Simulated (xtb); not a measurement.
O₄Pt, SMILES [O]=[Pt+2](=[O])(=[O])=[O], charge +2, multiplicity 1. All values are semi-empirical tight-binding results from xtb (GFN2-xTB unless named), good for trends rather than for accurate numbers. Geometry optimised at GFN2-xTB. The multiplicity is an assumed one; other spin states were not compared.

Optimised geometry:

Bond lengths (Å): Pt1–O2 1.619, Pt1–O3 1.619, Pt1–O4 1.619, Pt1–O5 1.619. Bond angles (°): O2–Pt1–O3 109.5, O2–Pt1–O4 109.5, O2–Pt1–O5 109.5, O3–Pt1–O4 109.5, O3–Pt1–O5 109.5, O4–Pt1–O5 109.5.
Charge +2, spin multiplicity 1.

For metal compounds this method's bond lengths and energies can be far off.

Estimate the properties. (Estimate from the structure and the level; the computed values follow.)


```
Item                                            Value
-------------------------------------  --------------
point group as xtb finds it                        Td
orbital gap                                   2.73 eV
zero-point energy                        6.6 kcal/mol
G − E(el) at 298.15 K (modified RRHO)  -10.9 kcal/mol
```

Give the atomic charges and the Wiberg bond orders between heavy atoms. (The exact figures need the calculation; the answer reports its results.)

charges (e) Pt1 2.10, O2 -0.03, O3 -0.03, O4 -0.03, O5 -0.03. Bond orders Pt1–O2 1.70, Pt1–O3 1.70, O2–O3 0.34, Pt1–O4 1.70, O2–O4 0.34, O3–O4 0.34, Pt1–O5 1.70, O2–O5 0.34, O3–O5 0.34, O4–O5 0.34.
